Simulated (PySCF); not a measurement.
# Which determinant of CI lies lowest?

Unrestricted PBE0; C aug-cc-pVDZ, I aug-cc-pVDZ-PP with ECP28; scalar-relativistic core potentials (PySCF 2.14). Outer shells of the fragments: C 2s2 2p2; I 4d10 5s2 5p5.

Followed along the bond (rough minima from three points):

```
2Ms+1   unpaired  ⟨S²⟩ at the start  R at minimum (Å)  Te (eV)
    2        π ↑               0.76              2.05     0.00
    4  σ ↑, π ↑↑               3.76              2.04     1.65
```

Solutions found at the starting distance of 2.020 Å, counted from the lowest of them; the search is not exhaustive and high or unbound solutions are not listed, so other states can lie among these:

```json
{"2Ms+1": "2", "unpaired": "π ↑", "term": "²Π", "E (eV)": "0.00", "⟨S²⟩": "0.76", "⟨Lz²⟩": "1.01", "μ (D)": "1.75"}
{"2Ms+1": "4", "unpaired": "σ ↑, π ↑↑", "term": "⁴Σ⁻", "E (eV)": "1.65", "⟨S²⟩": "3.76", "⟨Lz²⟩": "0.00", "μ (D)": "0.91"}
{"2Ms+1": "2", "unpaired": "σ ↑, π ↑↓", "term": "mixed", "E (eV)": "2.69", "⟨S²⟩": "1.76", "⟨Lz²⟩": "2.01", "μ (D)": "1.46"}
{"2Ms+1": "2", "unpaired": "σ ↓, π ↑↑", "term": "mixed", "E (eV)": "2.80", "⟨S²⟩": "1.78", "⟨Lz²⟩": "0.00", "μ (D)": "1.64"}
{"2Ms+1": "4", "unpaired": "π ↑↑↑", "term": "⁴Π", "E (eV)": "3.17", "⟨S²⟩": "3.76", "⟨Lz²⟩": "1.00", "μ (D)": "3.82"}
{"2Ms+1": "2", "unpaired": "σ ↑", "term": "²Σ⁺", "E (eV)": "3.44", "⟨S²⟩": "0.75", "⟨Lz²⟩": "0.00", "μ (D)": "0.09"}
{"2Ms+1": "2", "unpaired": "σ ↑", "term": "mixed", "E (eV)": "3.89", "⟨S²⟩": "0.76", "⟨Lz²⟩": "2.00", "μ (D)": "1.87"}
{"2Ms+1": "4", "unpaired": "σ ↑↑, π ↑", "term": "⁴Π", "E (eV)": "5.16", "⟨S²⟩": "3.79", "⟨Lz²⟩": "1.01", "μ (D)": "-0.77"}
{"2Ms+1": "4", "unpaired": "σ ↑, π ↑↑", "term": "mixed", "E (eV)": "5.90", "⟨S²⟩": "3.76", "⟨Lz²⟩": "2.01", "μ (D)": "1.66"}
{"2Ms+1": "4", "unpaired": "σ ↑, π ↑↑", "term": "mixed", "E (eV)": "6.23", "⟨S²⟩": "3.76", "⟨Lz²⟩": "2.02", "μ (D)": "1.46"}
{"2Ms+1": "2", "unpaired": "π ↑", "term": "²Π", "E (eV)": "7.86", "⟨S²⟩": "0.79", "⟨Lz²⟩": "1.01", "μ (D)": "1.96"}
```

A term symbol is given only where ⟨S²⟩ and ⟨Lz²⟩ are close to those of a pure state; real π, δ and φ orbitals otherwise mix terms. A positive dipole means C(−)I(+).

Spin–orbit coupling is left out. Counting both spins, an empty level lies below a filled one in some of these solutions, because spin and occupation are held.
